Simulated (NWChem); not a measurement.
System: chlorotrifluoromethane (CClF3); SMILES FC(F)(F)Cl

Excerpt of the output:

```
             Northwest Computational Chemistry Package (NWChem) 7.3.0
             --------------------------------------------------------

 C3  symmetry detected

                             Geometry "geometry" -> ""
                             -------------------------

 Output coordinates in angstroms (scale by  1.889725989 to convert to a.u.)

  No.       Tag          Charge          X              Y              Z
 ---- ---------------- ---------- -------------- -------------- --------------
    1 F                    9.0000    -0.82800542    -0.92034611    -0.80696342
    2 C                    6.0000     0.00000000     0.00000000    -0.35331042
    3 F                    9.0000     1.21104582    -0.25690067    -0.80696342
    4 F                    9.0000    -0.38304040     1.17724678    -0.80696342
    5 Cl                  17.0000     0.00000000     0.00000000     1.40634558

 Effective nuclear repulsion energy (a.u.)     251.4392022690

      Symmetry information
      --------------------

 Group name             C3
 Group number              5
 Group order               3
 No. of unique centers     3

                                 NWChem DFT Module
                                 -----------------

 Summary of "ao basis" -> "ao basis" (spherical)
 ------------------------------------------------------------------------------
       Tag                 Description            Shells   Functions and Types
 ---------------- ------------------------------  ------  ---------------------
 F                         def2-tzvpd               14       40   6s4p3d1f
 C                         def2-tzvpd               13       37   6s3p3d1f
 Cl                        def2-tzvpd               16       46   6s6p3d1f

      Symmetry analysis of basis
      --------------------------

        a          73
        e+         65
        e-         65

  Rotation of axis

            General Information
            -------------------
          SCF calculation type: DFT
          Wavefunction type:  closed shell.
          No. of atoms     :     5
          No. of electrons :    50
           Alpha electrons :    25
            Beta electrons :    25
          Charge           :     0
          Spin multiplicity:     1
          Use of symmetry is: on ; symmetry adaption is: on
          Maximum number of iterations: 150
          AO basis - number of functions:   203
                     number of shells:    71
          Convergence on energy requested:  1.00D-06
          Convergence on density requested:  1.00D-05
          Convergence on gradient requested:  5.00D-04

              XC Information
              --------------
                         B3LYP Method XC Potential
                     Hartree-Fock (Exact) Exchange  0.200
                        Slater Exchange Functional  0.800 local
                    Becke 1988 Exchange Functional  0.720 non-local
              Lee-Yang-Parr Correlation Functional  0.810
                  VWN I RPA Correlation Functional  0.190 local

             Grid Information
             ----------------
          Grid used for XC integration:  medium
          Radial quadrature: Mura-Knowles
          Angular quadrature: Lebedev.
          Tag              B.-S. Rad. Rad. Pts. Rad. Cut. Ang. Pts.
          ---              ---------- --------- --------- ---------
          F                   0.50       49          12.0       434
          C                   0.70       49          11.0       434
          Cl                  1.00       88          11.0       590
          Grid pruning is: on
          Number of quadrature shells:   186
          Spatial weights used:  Erf1

      Superposition of Atomic Density Guess
      -------------------------------------

 Sum of atomic energies:        -795.40401676

      Non-variational initial energy
      ------------------------------

 Total energy =    -796.766815
 1-e energy   =   -1604.380805
 2-e energy   =     556.174788
 HOMO         =      -0.436704
 LUMO         =       0.052524

      Symmetry analysis of molecular orbitals - initial
      -------------------------------------------------

  Numbering of irreducible representations:

     1 a           2 e+          3 e-

  Orbital symmetries:

     1 a           2 a           3 e+          4 e+          5 a
     6 a           7 a           8 e+          9 e+         10 a
    11 e+         12 e+         13 a          14 a          15 e+
    16 e+         17 a          18 e+         19 e+         20 e+
    21 e+         22 a          23 a          24 e+         25 e+
    26 a          27 a          28 e+         29 e+         30 a
    31 e+         32 e+         33 a          34 e+         35 e+

------------------------------------------------------------
EAF file 0: "./job.aoints.0" size=378011648 bytes
------------------------------------------------------------
               write      read    awrite     aread      wait
               -----      ----    ------     -----      ----
     calls:      721         0         0         0         0
   data(b): 3.78e+08  0.00e+00  0.00e+00  0.00e+00
   time(s): 0.00e+00  0.00e+00  0.00e+00  0.00e+00  0.00e+00
rate(mb/s): 0.00e+00  0.00e+00
------------------------------------------------------------

     ---------------------------------------------
      Total Density - Mulliken Population Analysis
     ---------------------------------------------

[...]
```

Level: B3LYP/def2-TZVPD. Geometry: optimised at PBE0/def2-SVP.

**Question.** Reconstruct the input file.

**Answer.** This is not unique; one that fits is the input that was run:
```
start job
memory heap 200 mb stack 900 mb global 1100 mb
geometry units angstroms noautoz
  F     -0.987347    -0.746844     0.809882
  C      0.000000     0.000000     0.356229
  F     -0.153113     1.228489     0.809882
  F      1.140460    -0.481645     0.809882
  Cl     0.000000     0.000000    -1.403427
end
basis spherical
  * library def2-tzvpd
end
dft
  xc b3lyp
  iterations 150
  semidirect filesize 400000000
  mulliken
end
task dft energy
```
